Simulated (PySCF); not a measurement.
# MGa cations for M along the alkaline earths

PBE with double-zeta basis sets in PySCF, for the lowest determinant that a PBE0 search found; no spin–orbit coupling. De refers to high-spin ground-configuration atoms (the charge goes to the atom of lower measured ionisation energy or higher electron affinity, which is not always the lowest computed limit). A positive dipole points towards Ga; it is taken about the centre of mass and depends on that origin.

| M | basis | charged atom | state (unpaired electrons) | Re (Å) | ωe (cm⁻¹) | De (eV) | μ (D) |
| --- | --- | --- | --- | --- | --- | --- | --- |
| Be | cc-pVDZ/cc-pVDZ-PP | Ga+ | singlet (closed shell) | 2.821 | 231 | 0.79 | -3.74 |
| Mg | def2-SVP | Ga+ | singlet (closed shell) | 3.126 | 151 | 1.13 | -3.88 |
| Ca | pcseg-1 | Ga+ | singlet (closed shell) | 3.487 | 121 | 1.67 | -5.94 |
| Sr | def2-SVP | Sr+ | singlet (closed shell) | 3.636 | 96.5 | 1.50 | -3.34 |

Q: By what factor does the bond length vary along the series?

A: At PBE it runs from 2.821 Å (BeGa⁺) to 3.636 Å (SrGa⁺), a factor of 1.29.

The rows differ in basis set, which adds steps of its own.

Down a group the atoms grow and get heavier, so bonds lengthen and wavenumbers fall; this series shows no clear exception.

Closed-shell solutions of metal pairs were not tested for spin polarisation, which can lower them a little. For an ion De counts to the pair picked by the measured ionisation energies or electron affinities, which need not be the lowest pair at this level.
